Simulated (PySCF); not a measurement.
C₆H₄N₂O₂.

```xyz
14

C     -0.6571    -2.8345     0.0000
C      0.7040    -2.7168     0.0000
O      1.0690    -1.4247     0.0000
C     -0.0593    -0.6877     0.0000
C      0.0746     0.7447     0.0000
N      1.1463     1.4760     0.0000
N      0.7196     2.7804     0.0000
C     -0.5667     2.7462     0.0000
O     -1.0532     1.4897     0.0000
C     -1.1623    -1.5034     0.0000
H     -1.2288    -3.7595     0.0000
H      1.5140    -3.4413     0.0000
H     -1.2713     3.5742     0.0000
H     -2.2001    -1.1794     0.0000
```
Charge 0, spin multiplicity 1.

Coordinates come from a PBE0-D3(BJ)/def2-SVP optimisation. One conformer was computed; it need not be the lowest.

The numbers are results of PBE/pcSseg-1 in PySCF, not measurements. Non-relativistic, no solvent.

Q: Give the absolute GIAO shielding of each atom: isotropic value and principal components (ppm). (Estimate from the structure and the level; the computed values follow.)

A: 
| atom | σ(iso) | σ11 | σ22 | σ33 | span |
|---|---|---|---|---|---|
| C1 | 64.3 | -16.7 | 56.5 | 153.0 | 169.6 |
| C2 | 33.7 | -41.0 | 42.3 | 99.7 | 140.7 |
| O3 | 27.5 | -122.0 | -36.7 | 241.3 | 363.3 |
| C4 | 37.0 | -23.4 | 40.3 | 94.3 | 117.7 |
| C5 | 21.9 | -59.7 | 47.7 | 77.6 | 137.3 |
| N6 | -77.3 | -308.6 | -87.6 | 164.3 | 472.9 |
| N7 | -92.4 | -328.2 | -105.9 | 157.1 | 485.3 |
| C8 | 29.5 | -59.8 | 63.1 | 85.2 | 145.0 |
| O9 | 13.1 | -68.3 | -55.2 | 162.8 | 231.1 |
| C10 | 64.2 | -9.8 | 48.7 | 153.8 | 163.7 |
| H11 | 24.6 | 22.7 | 25.3 | 25.7 | 3.0 |
| H12 | 23.7 | 20.7 | 25.0 | 25.4 | 4.7 |
| H13 | 23.3 | 20.6 | 24.1 | 25.1 | 4.5 |
| H14 | 24.1 | 21.1 | 24.7 | 26.6 | 5.5 |
